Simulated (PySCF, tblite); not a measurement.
Isomers of C4H15NSi2, one GFN2-xTB conformer each. Single-point energies are computed at PBE0/pcSseg-1 (PySCF, gas phase, no added dispersion term), electronic only.

```csv
SMILES,GFN2-xTB relative energy (kcal/mol)
CN(C)CC([SiH3])[SiH3],31.1
CNC(C)(C)[SiH2][SiH3],40.6
C[SiH2][SiH2]NC(C)C,17.8
CC(C)(C)N[SiH2][SiH3],11.0
C[SiH2]N[SiH2]C(C)C,0.0
```

Conformers: `[CH3:1][N:2]([CH3:3])[CH2:4][CH:5]([SiH3:6])[SiH3:7]` with C1–N2–C4–C5 -152°, N2–C4–C5–Si6 34°; `[CH3:1][NH:2][C:3]([CH3:4])([CH3:5])[SiH2:6][SiH3:7]` with C1–N2–C3–C4 -171°, N2–C3–Si6–Si7 -45°; `[CH3:1][SiH2:2][SiH2:3][NH:4][CH:5]([CH3:6])[CH3:7]` with C1–Si2–Si3–N4 -160°, Si2–Si3–N4–C5 -51°, Si3–N4–C5–C6 -86°; `[CH3:1][C:2]([CH3:3])([CH3:4])[NH:5][SiH2:6][SiH3:7]` with C2–N5–Si6–Si7 171°; `[CH3:1][SiH2:2][NH:3][SiH2:4][CH:5]([CH3:6])[CH3:7]` with C1–Si2–N3–Si4 -46°, Si2–N3–Si4–C5 178°, N3–Si4–C5–C6 -65°.

Question: What does PBE0/pcSseg-1 give for the same structures?

Answer: 
```tsv
SMILES	PBE0/pcSseg-1 E (Eh)	PBE0/pcSseg-1 (kcal/mol)	GFN2-xTB (kcal/mol)	point group
C[SiH2]N[SiH2]C(C)C	-794.68924	0.0	0.0	C1
C[SiH2][SiH2]NC(C)C	-794.65333	22.5	17.8	C1
CC(C)(C)N[SiH2][SiH3]	-794.64329	28.8	11.0	C1
CNC(C)(C)[SiH2][SiH3]	-794.60884	50.5	40.6	C1
CN(C)CC([SiH3])[SiH3]	-794.60450	53.2	31.1	C1
```

Both levels put the same isomer lowest; measured from each level's own lowest isomer, the values differ by up to 22.1 kcal/mol (CN(C)CC([SiH3])[SiH3]: 31.1 against 53.2). As drawn, the lowest has an N–H bond, which the highest lacks.

Question: Which frontier levels, dipoles and rotational constants go with these structures?

Answer: 
| SMILES | HOMO (eV, PBE0/pcSseg-1) | LUMO (eV) | dipole (D) | A, B, C (MHz) |
| --- | --- | --- | --- | --- |
| C[SiH2]N[SiH2]C(C)C | -7.15 | 0.68 | 0.79 | 3860, 714.1, 693.1 |
| C[SiH2][SiH2]NC(C)C | -6.56 | -0.14 | 0.60 | 3216, 769.8, 719.2 |
| CC(C)(C)N[SiH2][SiH3] | -6.67 | 0.04 | 1.35 | 3374, 794.6, 760.4 |
| CNC(C)(C)[SiH2][SiH3] | -6.18 | -0.15 | 0.15 | 2216, 1165, 1021 |
| CN(C)CC([SiH3])[SiH3] | -6.62 | 0.69 | 2.27 | 2533, 1038, 891.1 |

Question: What happens when harmonic zero-point energies from GFN2-xTB frequencies are added?

Answer: 
```csv
SMILES,ZPE (kcal/mol),electronic (kcal/mol),with ZPE (kcal/mol)
C[SiH2]N[SiH2]C(C)C,111.7,0.0,0.0
C[SiH2][SiH2]NC(C)C,111.9,22.5,22.7
CC(C)(C)N[SiH2][SiH3],110.8,28.8,27.9
CNC(C)(C)[SiH2][SiH3],110.6,50.5,49.3
CN(C)CC([SiH3])[SiH3],109.4,53.2,50.8
```

The zero-point energies span 2.5 kcal/mol. The order is unchanged.
